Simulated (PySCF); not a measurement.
Constitutional and geometric isomers with formula CH6OSi2. Gas-phase values, no solvent. One relaxed conformer stands for each flexible species; it need not be the lowest. Strings in code marks are SMILES.

Calculation: PySCF with TPSSh-D3(BJ)/def2-TZVP // B3LYP-D3(BJ)/def2-TZVP. Excitations are Tamm–Dancoff values on a coarser integration grid. The basis has no diffuse functions, so Rydberg states are missing or too high.

```tsv
species	HOMO (eV)	brightest of the four lowest singlets (TDA) (eV)	S1–T1 gap (TDA) (eV)	HOMO–LUMO gap (eV)	T1 excitation (TDA) (eV)	S1 oscillator strength
`[SiH2]=CO[SiH3]` (Si–C–O–Si torsion 0°)	-5.38	5.10	2.07	4.03	2.36	0.001
`OC[SiH]=[SiH2]` (H–O–C–Si torsion -173°, O–C–Si–Si torsion -106°)	-5.46	4.39	2.69	3.25	1.70	0.444
`[SiH3][SiH2]C=O` (O–C–Si–Si torsion 94°)	-6.30	5.90	0.77	4.06	2.55	0.008
`O[SiH2][SiH]=C` (C–Si–Si–O torsion -11°, Si–Si–O–H torsion -47°)	-6.09	5.35	2.27	4.13	2.42	0.035
`OC1[SiH2][SiH2]1` (H–O–C–Si torsion 63°)	-6.01	5.28	0.79	5.37	4.19	0.012
`C(O)([SiH3])=[SiH2]` (H–O–C–Si torsion 161°)	-5.41	4.79	2.37	3.72	2.16	0.018
`O=C([SiH3])[SiH3]`	-5.81	5.25	0.78	3.36	1.84	0.000
`[SiH](/O)=[SiH]\C` (Si–Si–O–H torsion 129°)	-5.15	4.25	2.31	3.05	1.49	0.001
`C/[SiH]=[SiH]\O` (Si–Si–O–H torsion 132°)	-5.15	4.37	2.29	3.08	1.52	0.040
`C[SiH2][SiH]=O` (C–Si–Si–O torsion 0°)	-6.80	–	0.53	4.19	3.02	0.002
`O[Si](=C)[SiH3]` (Si–Si–O–H torsion 180°)	-5.59	5.07	1.82	4.32	2.79	0.003
`[SiH](OC)=[SiH2]` (C–O–Si–Si torsion 142°)	-5.47	4.24	2.66	3.10	1.57	0.265
```
